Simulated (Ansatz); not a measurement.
Mulliken charges of C$_{2}$H$_{5}$BN (`B[N]C=C`) radical from ωB97M-V/def2-TZVPP in Ansatz (PBE0-D4/def2-TZVP geometry).

```csv
atom,x (Å),y (Å),z (Å),charge (e)
B1,-0.865,1.675,-0.110,-0.259
N2,-0.486,0.388,-0.106,-0.035
C3,-0.126,-0.844,-0.102,0.027
C4,1.161,-1.271,0.212,-0.187
H5,-1.301,2.164,0.897,0.042
H6,-0.759,2.317,-1.121,0.042
H7,-0.871,-1.602,-0.360,0.115
H8,1.411,-2.323,0.200,0.127
H9,1.925,-0.550,0.472,0.129
```

By hand: the dipole of these point charges (1 e Å = 4.8032 D).

Σ q r = (0.261, -0.595, 0.025) e Å, of length 0.650 e Å = 3.12 D.

How does the dipole of the full density compare? (Best estimate.)

The calculation gave: (0.213, -0.467, 0.022) e Å, 2.47 D; the point charges give 1.26 times that, at 1° from its direction.

Point charges leave out the atoms' own dipoles, such as those of lone pairs, and Mulliken's split depends on the basis, so the two needn't agree.
